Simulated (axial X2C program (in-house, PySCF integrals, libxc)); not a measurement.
# LiI⁺: cheaper levels and CCSD(T), 2c

Computed with an in-house all-electron X2C program for linear molecules (integrals from PySCF). Two-component (2c) means X2C with spin–orbit coupling and atomic mean-field two-electron Coulomb and Gaunt terms. Basis: I dyall-cv3z [11s12p8d4f1g], Li dyall-cv3z [7s8p2d] (cores contracted in-house); Gaussian nuclei, density fitting, unrestricted open shells. Masses: I 126.904 u, Li 7.016 u.

State: Ω = 3/2 (⟨Sz⟩ = 0.50, ⟨Lz⟩ = 1.00 at HF); fragments I + Li+.

```
    level  Re (Å)  ωe (cm⁻¹)  De (eV)
     PBE0   2.709      299.0    0.753
       HF   2.757      284.6    0.536
      MP2   2.762      282.0    0.671
     CCSD   2.761      282.8    0.666
BHandHLYP   2.703      302.1      n/a
```

Correlated methods: 7 electrons correlated (number of frozen shells: I 4 s, 3 p, 2 d; Li 1 s), 221 virtual spin orbitals or spinors in MP2, 66 natural virtuals in coupled cluster.

CCSD(T), same Hamiltonian and basis:

Re = 2.762 Å, ωe = 282.5 cm⁻¹, De = 0.68 eV; T1 = 0.005 (Lee–Taylor normalisation).

**Question.** Give the differences from CCSD(T) in the columns below.

**Answer.** 

| level | ΔRe (Å) | Δωe (cm⁻¹) | ΔDe (eV) |
| --- | --- | --- | --- |
| PBE0 | -0.053 | 16.5 | 0.07 |
| HF | -0.005 | 2.1 | -0.14 |
| MP2 | 0.000 | -0.5 | -0.01 |
| CCSD | -0.001 | 0.3 | -0.01 |
| BHandHLYP | -0.059 | 19.6 | n/a |

Occupations by symmetry block were frozen at the best pattern of an incomplete PBE0 search. De is counted from the lowest determinant-based energies of the atoms at the same level, without counterpoise correction. De is not given where an atomic determinant may have missed its ground term or J level, or where the truncated virtual space spoils (T). Density functionals use the spin component along the axis (collinear). CCSD and (T) use frozen natural virtuals with an MP2 correction for the truncation; (T) itself is uncorrected, so its De runs slightly low. Without a current term, density functionals place determinants with orbital angular momentum somewhat too high. The atomic limit has a lower orbital projection than the molecule and lies lower at mean-field level, so De may be about a tenth of an eV too small.
